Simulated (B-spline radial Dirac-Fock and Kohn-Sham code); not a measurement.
## X-ray form factors of scandium in several charge states

Level of theory: relativistic Hartree-Fock (Dirac-Fock) wave functions, averaged over the configuration; an atomic code on a B-spline grid.

Configurations: Sc [Ar] 3d1 4s2; Sc²⁺ [Ar] 3d1; Sc³⁺ [Ne] 3s2 3p6. The first column is f₀ of Sc, the others are differences from it.

| s (Å⁻¹) | Sc | Δ Sc²⁺ | Δ Sc³⁺ |
| --- | --- | --- | --- |
| 0 | 21.000 | -2.000 | -3.000 |
| 0.05 | 20.131 | -1.424 | -2.359 |
| 0.1 | 18.353 | -0.470 | -1.233 |
| 0.15 | 16.640 | +0.038 | -0.507 |
| 0.2 | 15.130 | +0.141 | -0.195 |
| 0.25 | 13.728 | +0.095 | -0.077 |
| 0.3 | 12.421 | +0.035 | -0.027 |
| 0.35 | 11.243 | -0.003 | -0.002 |
| 0.4 | 10.225 | -0.019 | +0.010 |
| 0.45 | 9.377 | -0.022 | +0.014 |
| 0.5 | 8.687 | -0.018 | +0.014 |
| 0.6 | 7.682 | -0.007 | +0.008 |
| 0.7 | 6.997 | 0.000 | +0.005 |
| 0.8 | 6.460 | +0.002 | +0.005 |
| 0.9 | 5.975 | +0.002 | +0.007 |
| 1 | 5.501 | 0.000 | +0.010 |
| 1.1 | 5.031 | -0.001 | +0.012 |
| 1.2 | 4.570 | -0.002 | +0.012 |
| 1.4 | 3.723 | -0.003 | +0.012 |
| 1.6 | 3.022 | -0.002 | +0.009 |

Values without a named source are computed, but for edge energies of neutral atoms, which are taken from tables.
